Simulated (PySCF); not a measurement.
Ga(H)2(OMe) (CH5GaO), SMILES C[O][GaH2]. Geometry optimised at B3LYP-D3(BJ)/def2-SVP.

Calculation: B3LYP-D3(BJ)/def2-SVP (PySCF).

Harmonic wavenumbers (cm⁻¹): 115, 210, 236, 526, 602, 615, 719, 1136, 1178, 1201, 1466, 1475, 1478, 1958, 2006, 2964, 3035, 3051. Rotational constants (GHz): 39.40, 3.886, 3.618; symmetry number 1.

Task: Work out the zero-point energy and the ideal-gas rigid-rotor harmonic-oscillator thermochemistry at 298.15 K and 1 atm.

Result: ZPE = ½ Σ hcν = ½ × 23973 cm⁻¹ = 34.27 kcal/mol. H − E(el) = 38.18 kcal/mol. Entropy in cal/(mol K): translation 39.80, rotation 23.88, vibration 8.99, total 72.67. G − E(el) = 16.51 kcal/mol. Cp = 18.46 cal/(mol K). Modes under 150 cm⁻¹ make the vibrational entropy uncertain.
